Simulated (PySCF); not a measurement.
CH₈N₂OSi, SMILES N[Si@@H](O)NC. Coordinates come from a ωB97X-D3(BJ)/def2-SVP optimisation. The structure was generated by enumeration; whether it is a known compound was not checked. One conformer was computed; it need not be the lowest.

Question: Give the equilibrium geometry at ωB97X-D3(BJ)/def2-SVP (PySCF confirms it by a frequency run) as bond lengths and angles. (The exact figures need the calculation; the answer reports its results.)

Answer: One answer among several that fit: 
Atoms: C1 N2 Si3 N4 O5 H6 H7 H8 H9 H10 H11 H12 H13. Bond lengths (Å): C1–N2 1.448, C1–H6 1.102, C1–H7 1.105, C1–H8 1.107, N2–Si3 1.719, N2–H9 1.015, Si3–N4 1.714, Si3–O5 1.675, Si3–H10 1.498, N4–H11 1.013, N4–H12 1.012, O5–H13 0.962. Angles (°): N2–C1–H6 109.5, N2–C1–H7 111.9, N2–C1–H8 113.4, H6–C1–H7 106.9, H6–C1–H8 107.2, H7–C1–H8 107.6, C1–N2–Si3 126.5, C1–N2–H9 114.4, Si3–N2–H9 117.4, N2–Si3–N4 106.7, N2–Si3–O5 118.7, N2–Si3–H10 104.0, N4–Si3–O5 102.4, N4–Si3–H10 119.5, O5–Si3–H10 106.4, Si3–N4–H11 121.3, Si3–N4–H12 122.3, H11–N4–H12 113.1, Si3–O5–H13 115.2.
